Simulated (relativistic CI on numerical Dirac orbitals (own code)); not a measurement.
Radial parameters of Ca III

Computed by Dirac-Coulomb-Breit CI, separate exchange-only KLI orbitals for each configuration, model QED (radiative potential, 1s self-energy scaled to tabulated hydrogen-like ionisation energies), valence Slater integrals scaled by 0.85, P86 correlation energy added to each configuration (own radial code, finite nucleus).

Slater integrals F^k, G^k are unscaled and averaged over j, outside the closed core [Ne]; ζ comes from projecting the Hamiltonian with its Breit term on Σ l·s of the shell.

- 3s2.3p5.3d: ζ(3p) = 1979.6, F^2(3p,3d) = 64456, G^1(3p,3d) = 80740, G^3(3p,3d) = 48316, ζ(3d) = 39.35 cm⁻¹; <r>(3p) = 1.251, <r^2>(3p) = 1.833, <r>(3d) = 1.655, <r^2>(3d) = 3.408 (bohr units).
- 3s2.3p5.4s: ζ(3p) = 2075.4, G^1(3p,4s) = 6269.6 cm⁻¹; <r>(3p) = 1.221, <r^2>(3p) = 1.744, <r>(4s) = 3.127, <r^2>(4s) = 11.01 (bohr units).
- 3s.3p6.3d: G^2(3s,3d) = 60668, ζ(3d) = 45.239 cm⁻¹; <r>(3s) = 1.148, <r^2>(3s) = 1.516, <r>(3d) = 1.643, <r^2>(3d) = 3.355 (bohr units).

In this model ζ of a weakly bound d, f or g electron outside closed shells comes out too small, for d by up to a factor of two or three and at times with the wrong sign; that of an outer p electron is too small as well.

Correlation outside the listed configurations is missing or only estimated: errors of thousands of cm⁻¹ between configurations and terms are usual at this charge. Rates and lifetimes follow the computed energies and can be off by large factors. The fine structure of a lone outer electron comes out too small, for d and f at times inverted, and misplaced configurations move strength between like terms. 39 of the 51 excited levels that our extract of the measured tables holds in this range could be paired (the sources list more); they are missed by 1864 cm⁻¹ on average and 4606 at most, and levels without a partner can miss by more.

Averages of the first 10 configurations, taken without configuration mixing, which lowers the lowest level and can move excited configurations by several eV; other configurations of the list can lie among them:

| Configuration | Parity | States | Average energy above the lowest level (eV) |
| --- | --- | --- | --- |
| 3s2.3p6 | even | 1 | 0.1 |
| 3s2.3p5.3d | odd | 60 | 27.7 |
| 3s2.3p5.4s | odd | 12 | 30.7 |
| 3s.3p6.3d | even | 20 | 52.0 |
| 3s2.3p5.4p | even | 36 | 34.9 |
| 3s2.3p5.4d | odd | 60 | 40.6 |
| 3s2.3p5.5s | odd | 12 | 40.9 |
| 3s2.3p5.5p | even | 36 | 42.5 |
| 3s2.3p5.4f | even | 84 | 43.6 |
| 3s2.3p5.5d | odd | 60 | 44.9 |
